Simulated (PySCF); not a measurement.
Radial density of Zn (zinc, neutral)

UHF, [Ar] 3d10 4s2, closed-shell 1S. Calculation: PySCF 2.14, in aug-cc-pVDZ-DK; the spin-free X2C one-electron Hamiltonian (Gaussian nucleus).

```csv
r (bohr),4πr²ρ (e/bohr)
0.000893,0.2897
0.00150,0.7207
0.00253,1.754
0.00425,4.118
0.00715,9.104
0.0120,18.10
0.0202,29.94
0.0340,36.71
0.0572,31.39
0.0963,31.73
0.162,42.08
0.272,24.88
0.458,22.24
0.771,19.92
1.30,5.332
2.18,1.334
3.67,0.4168
6.17,0.03435
10.4,0.0001925
```

Densities and radii are taken from the X2C orbitals without a picture-change correction, which distorts them close to the nucleus.
